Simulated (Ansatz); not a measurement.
Frontier orbitals of `C[O][Hf]([NH2])([NH2])[NH2]`.

```xyz
15

C     0.6379   -2.4693   -1.0308
O     0.3149   -1.2281   -0.5097
Hf   -0.1311    0.5046    0.2117
N    -0.5011    1.8679   -1.2713
N     1.3881    1.2573    1.3607
N    -1.8033    0.4224    1.3915
H     0.9553   -2.3838   -2.0768
H    -0.2241   -3.1458   -0.9924
H     1.4559   -2.9301   -0.4648
H    -0.1215    2.8033   -1.2985
H    -0.9909    1.6941   -2.1376
H     2.3776    1.1796    1.1724
H     1.2661    1.6728    2.2730
H    -2.5727    1.0746    1.3418
H    -2.0511   -0.3194    2.0309
```

Charge 0, multiplicity 1. Correlated methods include outer-core shells of Hf, which these sets cover unevenly. Hf: def2 effective core potential. The structure was optimised at the PBE0-D4/def2-TZVP level. It is one conformer, not always the lowest. Basis def2-TZVPP, Ansatz.

| functional | HOMO (eV) | LUMO (eV) | gap (eV) |
| --- | --- | --- | --- |
| PBE | -5.31 | -0.54 | 4.77 |
| BLYP | -5.19 | -0.53 | 4.66 |
| PBE0 | -6.69 | 0.16 | 6.85 |
| r2SCAN0 | -6.90 | 0.49 | 7.39 |
| ωB97M-V | -9.07 | 1.29 | 10.36 |

A quarter of exact exchange (PBE0) shifts PBE's HOMO by −1.38 eV and its LUMO by +0.69 eV; full exchange at long range (ωB97M-V) shifts them by −3.76 and +1.82 eV. The gap opens from 4.78 to 10.36 eV, since occupied levels lose self-interaction and empty ones feel all the electrons. A positive LUMO is unbound and depends on the basis.
